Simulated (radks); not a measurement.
Results of a calculation; reference values are marked as such.
How relativity changes the ionisation of neutral lead ([Hg] 6p2) to Pb+ ([Hg] 6p1). Spin-unpolarised spherical Kohn-Sham, LDA (Slater exchange, Perdew-Wang correlation), point nucleus unless stated (finite: rms radius 5.5012 fm), a radial shooting solver on a logarithmic mesh with Libxc functionals. A level marked "c x" has the speed of light scaled by that factor and shares open shells by 2j + 1; other Dirac levels either fill j = l - 1/2 first or share by 2j + 1.

level,E(Pb) (hartree),E(Pb+) (hartree),IE (eV),HOMO,<r> HOMO (bohr)
non-rel.,-19518.9588,-19518.7040,6.934,6p,3.391
scalar-rel.,-20870.6935,-20870.4427,6.826,6p,3.343
"scalar-rel., finite nucleus",-20864.8684,-20864.6175,6.828,6p,3.342
"Dirac, 2j+1 shares",-20917.2827,-20917.0272,6.952,6p3/2,3.500
"Dirac, low j first",-20917.3542,-20917.0735,7.640,6p1/2,3.063
"Dirac, 2j+1 shares, finite nucleus",-20911.3817,-20911.1261,6.954,6p3/2,3.499
"Dirac, c x 1.5",-20072.7928,-20072.5386,6.918,6p3/2,3.430
"Dirac, c x 2",-19819.6419,-19819.3875,6.922,6p3/2,3.412
"Dirac, c x 3",-19649.4175,-19649.1629,6.928,6p3/2,3.400

NIST Atomic Spectra Database: 7.417 eV (measured). The relativistic part of the total energy of Pb is -1392 hartree (Dirac, 2j+1 shares, finite nucleus), 7.1 % of the non-relativistic value. Spin polarisation and multiplet splitting of open shells are left out at every level.

Beside tabulated values, note that relativity, absent from the non-relativistic runs, is large for the heavy elements, and spin-unpolarised runs miss the spin-polarisation part of the exchange energy of open shells, and scalar-relativistic runs lack spin-orbit coupling.
